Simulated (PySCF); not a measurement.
A run for PySCF: R-HF/3-21G on Ge2H8 (a complex).

```python
from pyscf import gto, scf, dft, mp
from pyscf.data.elements import chemcore

mol = gto.M(
    atom='''
    Ge    0.10619029    0.02771487    0.00369920
    H    -0.24516692    1.45435130    0.44958240
    H    -1.00348359   -0.93383224    0.45258827
    H     1.43439169   -0.39354651    0.64888922
    H     0.23962156   -0.01694436   -1.52573326
    Ge   -0.10624298   -0.02775185    4.09629202
    H     0.30290486   -1.43114426    3.62678277
    H    -1.44802948    0.35202098    3.45346545
    H     0.96587978    0.98481543    3.66860714
    H    -0.24621391   -0.01563516    5.62574801
    ''',
    basis='3-21g',
    charge=0, spin=0, verbose=3, max_memory=1800)
mf = scf.RHF(mol)
mf.conv_tol = 1e-8
mf.max_cycle = 100
mf.kernel()
if not mf.converged:
    mf = mf.newton().run(mf.mo_coeff, mf.mo_occ)
```

### Question
Predict the final total energy.

### Answer
-4135.2395 hartree.
